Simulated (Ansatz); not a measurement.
Reactions of `B[SiH2]F`.

Calculated with Ansatz (gas phase, PBE0-D4/def2-TZVP geometries, no zero-point term in ΔE). CCSD(T)/CBS adds triple-zeta CCSD(T) − MP2 to the extrapolated MP2 energy (def2 sets, frozen cores). This one scheme is used for every species. Functionals use def2-TZVPP. For Br outer-core shells are correlated without core-valence functions, which leaves a few kJ/mol of doubt a bond. Scalar relativity is left out up to krypton. Each species was taken in one conformer, which may not be the lowest.

```
                                       reaction  CCSD(T)/CBS(def2) (kJ/mol)
        `B[SiH2]F` + `OCF` → `BOCF` + `F[SiH3]`                        -160
      `B[SiH2]F` + `OBO` → `OB(O)[SiH2]F` + BH₃                          13
           `B[SiH2]F` + HBr → `BBr` + `F[SiH3]`                        -115
`B[SiH2]F` + `[SiH3]P` → `F[SiH2]P[SiH3]` + BH₃                           ?
```

Task: Fill in the missing values. (Estimate.)

Result: Ansatz gave: `B[SiH2]F` + `[SiH3]P` → `F[SiH2]P[SiH3]` + BH₃: -47.2 kJ/mol.

Largest T1 diagnostic: 0.013, for `OB(O)[SiH2]F`.
